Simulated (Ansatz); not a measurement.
AlF4 (charge -1), closed shell: a pair in one relaxed arrangement.

The input file, in.yaml:

```yaml
crystal:
  periodic: [false, false, false]
  atoms:
    - {symbol: F, position_ang: [0.315829, -0.223069, -1.644099]}
    - {symbol: F, position_ang: [1.182755, 1.002663, 0.669541]}
    - {symbol: Al, position_ang: [0.000002, -0.000019, 0.000002]}
    - {symbol: F, position_ang: [-1.518052, 0.715636, 0.189515]}
    - {symbol: F, position_ang: [0.019466, -1.495311, 0.785041]}
basis:
  gaussian: {orbitals: "def2-TZVPPD.json"}
total_charge: -1
hamiltonian: {xc: {name: wB97X-V}}
```

The basis file named in the input lies beside it (Basis Set Exchange, JSON).

Launched with

```bash
ansatz run in.yaml --threads 4 --pin off --events-out ev --progress --plain --max-ram 9574MiB
```

The run's output (Ansatz 0.2.0):

```
Functional definition: wB97X-V
  name "wB97X-V"
  cite "Mardirossian & Head-Gordon, Phys. Chem. Chem. Phys. 16, 9904 (2014) doi:10.1039/C3CP54374A"
  cite "Becke, J. Chem. Phys. 107, 8554 (1997) doi:10.1063/1.475007"
  cite "Vydrov & Van Voorhis, J. Chem. Phys. 133, 244103 (2010) doi:10.1063/1.3521275"
  parameter omega = 0.3/bohr
  parameter cx = 0.167
  parameter cx1 = 0.603
  parameter cx2 = 1.194
  parameter css0 = 0.556
  parameter css1 = -0.257
  parameter cos0 = 1.219
  parameter cos1 = -1.850
  parameter b = 6.0
  parameter c = 0.01
  exchange = spin_sum(e_x_unif_sr(omega)*poly(b97_u_x, 1 - cx, cx1, cx2)) + cx*exact_x_sr(omega) + exact_x_lr(omega)
  correlation = spin_sum(e_c_pw_same_spin*poly(b97_u_same, css0, css1))
      + integral(e_c_pw_opposite_spin*poly(b97_u_opposite, cos0, cos1)) + vv10(b, c)
1096 factors; their error is unknown
287 factors; integrals over basis functions are off by at most 1.8e-5 eV
mean field evaluation 1: about -17474.6586 eV, gradient 2.7e1 eV
mean field evaluation 2: about -17475.0726 eV, gradient 2.9e1 eV
mean field evaluation 4: about -17476.0343 eV, gradient 5.7e-1 eV
mean field evaluation 8: about -17476.0748 eV, gradient 5.7e-2 eV
mean field evaluation 16: about -17476.0748 eV, gradient 1.1e-5 eV
mean field -17476.07478525 eV, -642.2339026490 hartree, gradient 1.1e-5 eV, S^2 0.000000; 0 other end points of the search recorded, 0 dependent functions left out
reference -17476.07478254 eV, -642.2339025493 hartree; 25, 25 occupied and 183, 183 virtual orbitals, 1096 factors
Total energy: -17476.07478254 eV, -642.2339025493 hartree
```

The run took 4.5 s on 4 CPU threads of an Intel Xeon Platinum 8259CL (shared host), with 0.64 GiB of host memory at its peak.
